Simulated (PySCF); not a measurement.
C2H7Sb, singlet, geometry from GFN2-xTB (all electrons, no relativity), with bond 4-3 at 1.4 times its length; PySCF with CASSCF(6,4)/STO-3G.

The PySCF input:
```python
from pyscf import gto, scf, mcscf, mp
import numpy

mol = gto.Mole()
mol.atom = '''
    Sb   -0.15700616   -0.22770019    0.29229041
    H    -0.84819934   -1.24264275   -0.89840329
    C    -0.84289867    1.55354478   -0.72647581
    H    -0.49585190    1.47359658   -2.20179637
    H    -0.36484457    2.42514410   -0.29313831
    H    -1.91613851    1.65322108   -0.61476696
    C     1.75651243   -0.22726542   -0.71746859
    H     1.61870682   -0.02013772   -1.77260547
    H     2.23653019   -1.19169821   -0.60037756
    H     2.39458494    0.53470814   -0.28357662
'''
mol.basis = 'sto-3g'
mol.verbose = 4
mol.build()

mf = scf.RHF(mol)
mf.kernel()
mc = mcscf.CASSCF(mf, 4, 6)
mc.fix_spin_(ss=0.0)
noons, natorbs = mcscf.addons.make_natural_orbitals(mp.MP2(mf).run())
mc.kernel(natorbs)
occ = numpy.linalg.eigvalsh(mc.fcisolver.make_rdm1(mc.ci, mc.ncas, mc.nelecas))[::-1]
ss = mc.fcisolver.spin_square(mc.ci, mc.ncas, mc.nelecas)[0]
print('natural occupations', occ.round(4), ' <S^2>', round(ss, 4))
```

Task: Write the output that PySCF gives for this input, abridged.

Result: 
```
PySCF version 2.14.0

[INPUT] verbose = 4
[INPUT] num. atoms = 10
[INPUT] num. electrons = 70
[INPUT] charge = 0
[INPUT] spin (= nelec alpha-beta = 2S) = 0
[INPUT] symmetry False subgroup None
[INPUT] Mole.unit = angstrom
[INPUT] Symbol           X                Y                Z      unit          X                Y                Z       unit  Magmom
[...]
nuclear repulsion = 258.202248698542
number of shells = 24
number of NR pGTOs = 132
number of NR cGTOs = 44
basis = sto-3g
ecp = {}

******** <class 'pyscf.scf.hf.RHF'> ********
method = RHF
initial guess = minao
damping factor = 0
level_shift factor = 0
DIIS = <class 'pyscf.scf.diis.CDIIS'>
diis_start_cycle = 1
diis_space = 8
diis_damp = 0
SCF conv_tol = 1e-09
SCF conv_tol_grad = None
SCF max_cycles = 50
direct_scf = True
direct_scf_tol = 1e-13
Set gradient conv threshold to 3.16228e-05
Initial guess from minao.
init E= -6311.33486670212
[...]
cycle= 1 E= -6330.07483537234  delta_E= -18.7  |g|= 0.403  |ddm|= 3.55
[...]
cycle= 2 E= -6330.16642715114  delta_E= -0.0916  |g|= 0.083  |ddm|= 0.895
[...]
cycle= 3 E= -6330.16983127502  delta_E= -0.0034  |g|= 0.0205  |ddm|= 0.17
[...]
cycle= 4 E= -6330.17010811468  delta_E= -0.000277  |g|= 0.00673  |ddm|= 0.0518
[...]
cycle= 5 E= -6330.17013048375  delta_E= -2.24e-05  |g|= 0.00088  |ddm|= 0.0146
[...]
cycle= 6 E= -6330.17013096776  delta_E= -4.84e-07  |g|= 0.000294  |ddm|= 0.00212
[...]
cycle= 7 E= -6330.17013101642  delta_E= -4.87e-08  |g|= 5.6e-05  |ddm|= 0.000592
[...]
cycle= 8 E= -6330.17013101953  delta_E= -3.11e-09  |g|= 7.43e-06  |ddm|= 0.000183
[...]
cycle= 9 E= -6330.17013101957  delta_E= -3.64e-11  |g|= 9.24e-07  |ddm|= 2.31e-05
[...]
Extra cycle  E= -6330.17013101957  delta_E=    0  |g|= 3.35e-07  |ddm|= 1.87e-06
converged SCF energy = -6330.17013101957

******** <class 'pyscf.mp.mp2.RMP2'> ********
nocc = 35, nmo = 44
E(RMP2) = -6330.33004672928  E_corr = -0.159915709711626
E(SCS-RMP2) = -6330.34887896527  E_corr = -0.178747945704722
E_corr(same-spin) = -0.015174122249111
E_corr(oppo-spin) = -0.144741587462515

******** <class 'pyscf.mcscf.mc1step.CASSCF'> ********
CAS (3e+3e, 4o), ncore = 32, nvir = 8
max_cycle_macro = 50
max_cycle_micro = 4
conv_tol = 1e-07
conv_tol_grad = None
orbital rotation max_stepsize = 0.02
orbital rotation threshold for CI restart = 0.01
augmented hessian ah_max_cycle = 30
augmented hessian ah_conv_tol = 1e-12
augmented hessian ah_linear dependence = 1e-14
augmented hessian ah_level shift = 1e-08
[...]
CASCI E = -6330.20874406256  S^2 = 0.0000000
[...]
macro iter   8 (  7 JK    2 micro), CASSCF E = -6330.20959136652  dE = -1.76054691e-05  S^2 = 0.0000000
               |grad[o]|=0.0014  |grad[c]|=0.000417  |ddm|=0.000177  |maxRot[o]|=0.0689
macro iter   9 (  7 JK    2 micro), CASSCF E = -6330.20960545884  dE = -1.40923194e-05  S^2 = 0.0000000
               |grad[o]|=0.00108  |grad[c]|=0.00209  |ddm|=0.000263  |maxRot[o]|=0.0699
macro iter  10 (  7 JK    2 micro), CASSCF E = -6330.20961754953  dE = -1.20906925e-05  S^2 = 0.0000000
               |grad[o]|=0.00089  |grad[c]|=0.00378  |ddm|=0.000118  |maxRot[o]|=0.0699
macro iter  11 (  7 JK    2 micro), CASSCF E = -6330.20962733084  dE = -9.78130447e-06  S^2 = 0.0000000
               |grad[o]|=0.000762  |grad[c]|=0.00541  |ddm|=0.000141  |maxRot[o]|=0.0699
macro iter  12 (  7 JK    2 micro), CASSCF E = -6330.20963611877  dE = -8.78793344e-06  S^2 = 0.0000000
               |grad[o]|=0.000652  |grad[c]|=0.00569  |ddm|=0.000206  |maxRot[o]|=0.0699
macro iter  13 (  7 JK    2 micro), CASSCF E = -6330.20964383498  dE = -7.71621035e-06  S^2 = 0.0000000
               |grad[o]|=0.000556  |grad[c]|=0.00599  |ddm|=0.000302  |maxRot[o]|=0.0699
macro iter  14 (  7 JK    2 micro), CASSCF E = -6330.20965048589  dE = -6.65090556e-06  S^2 = 0.0000000
               |grad[o]|=0.000457  |grad[c]|=0.00587  |ddm|=0.000364  |maxRot[o]|=0.0699
macro iter  15 (  7 JK    2 micro), CASSCF E = -6330.20965552790  dE = -5.04201762e-06  S^2 = 0.0000000
               |grad[o]|=0.000347  |grad[c]|=0.00567  |ddm|=0.000402  |maxRot[o]|=0.0699
macro iter  16 (  7 JK    2 micro), CASSCF E = -6330.20965832147  dE = -2.79356209e-06  S^2 = 0.0000000
               |grad[o]|=0.000225  |grad[c]|=0.00544  |ddm|=0.000361  |maxRot[o]|=0.0699
macro iter  17 (  3 JK    1 micro), CASSCF E = -6330.20965854867  dE = -2.27203600e-07  S^2 = 0.0000000
               |grad[o]|=7.89e-05  |grad[c]|=0.000456  |ddm|=3.14e-05  |maxRot[o]|= 0.02
macro iter  18 (  1 JK    1 micro), CASSCF E = -6330.20965854870  dE = -3.00133252e-11  S^2 = 0.0000000
               |grad[o]|=1.91e-05  |grad[c]|=5.98e-06  |ddm|=5.06e-06  |maxRot[o]|=    0
1-step CASSCF converged in  18 macro (160 JK  42 micro) steps
CASSCF canonicalization
Density matrix diagonal elements [1.99958705 1.99917222 1.91908836 0.08215237]
CASSCF energy = -6330.20965854870
CASCI E = -6330.20965854870  E(CI) = -9.33105447697835  S^2 = 0.0000000
natural occupations [1.9998 1.9996 1.9184 0.0821]  <S^2> 0.0
```
